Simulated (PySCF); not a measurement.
C₃H₆BNO, SMILES CC#CB(N)O. Atoms are numbered in the order given.

```xyz
12

C      3.0210     0.0498     0.3691
C      1.5664     0.0263     0.1924
C      0.3594     0.0014     0.0473
B     -1.1844    -0.0073    -0.1516
N     -1.9622    -1.0683     0.3475
O     -1.8162     1.0186    -0.8169
H      3.4175     1.0699     0.2475
H      3.5126    -0.5983    -0.3733
H      3.2997    -0.3093     1.3720
H     -2.9670    -1.0964     0.2308
H     -1.5651    -1.8524     0.8445
H     -1.1916     1.6869    -1.1136
```

Coordinates come from a ωB97X-D3(BJ)/def2-SVP optimisation. This is a generated structure with no PubChem entry under its InChIKey; it may be hypothetical. The values are those of a single conformer.

Calculation: PySCF with TDA-PBE/def2-SVPD.

Vertical excitations. The molecule is in vacuum.

Computed excitation energies, oscillator strengths and character:
```json
[
 {"state": "S1", "energy (eV)": "5.55", "λ (nm)": "223", "f": "0.000", "main pairs": "HOMO−1→LUMO 99 %"},
 {"state": "S2", "energy (eV)": "5.77", "λ (nm)": "215", "f": "0.000", "main pairs": "HOMO→LUMO+1 99 %"},
 {"state": "S3", "energy (eV)": "5.94", "λ (nm)": "209", "f": "0.076", "main pairs": "HOMO−1→LUMO+1 42 %, HOMO→LUMO 41 %, HOMO−1→LUMO+2 10 %"},
 {"state": "S4", "energy (eV)": "6.02", "λ (nm)": "206", "f": "0.048", "main pairs": "HOMO−1→LUMO+1 53 %, HOMO→LUMO 27 %, HOMO−1→LUMO+2 19 %"},
 {"state": "S5", "energy (eV)": "6.15", "λ (nm)": "202", "f": "0.004", "main pairs": "HOMO→LUMO+2 97 %"},
 {"state": "S6", "energy (eV)": "6.26", "λ (nm)": "198", "f": "0.006", "main pairs": "HOMO−2→LUMO+1 97 %"},
 {"state": "S7", "energy (eV)": "6.32", "λ (nm)": "196", "f": "0.074", "main pairs": "HOMO−2→LUMO 67 %, HOMO−1→LUMO+2 14 %, HOMO→LUMO 13 %"},
 {"state": "S8", "energy (eV)": "6.45", "λ (nm)": "192", "f": "0.002", "main pairs": "HOMO→LUMO+3 98 %"},
 {"state": "S9", "energy (eV)": "6.63", "λ (nm)": "187", "f": "0.004", "main pairs": "HOMO−2→LUMO+2 96 %"},
 {"state": "S10", "energy (eV)": "6.65", "λ (nm)": "187", "f": "0.004", "main pairs": "HOMO−1→LUMO+3 98 %"},
 {"state": "T1", "energy (eV)": "4.70", "λ (nm)": "264", "f": "0", "main pairs": "HOMO→LUMO 80 %, HOMO−2→LUMO 14 %"},
 {"state": "T2", "energy (eV)": "5.12", "λ (nm)": "242", "f": "0", "main pairs": "HOMO−1→LUMO 89 %"},
 {"state": "T3", "energy (eV)": "5.30", "λ (nm)": "234", "f": "0", "main pairs": "HOMO−2→LUMO 65 %, HOMO→LUMO 19 %, HOMO−1→LUMO+2 11 %"},
 {"state": "T4", "energy (eV)": "5.50", "λ (nm)": "226", "f": "0", "main pairs": "HOMO−1→LUMO+2 59 %, HOMO−2→LUMO 19 %, HOMO−1→LUMO+1 16 %"}
]
```
Triplets are in the Tamm–Dancoff approximation.
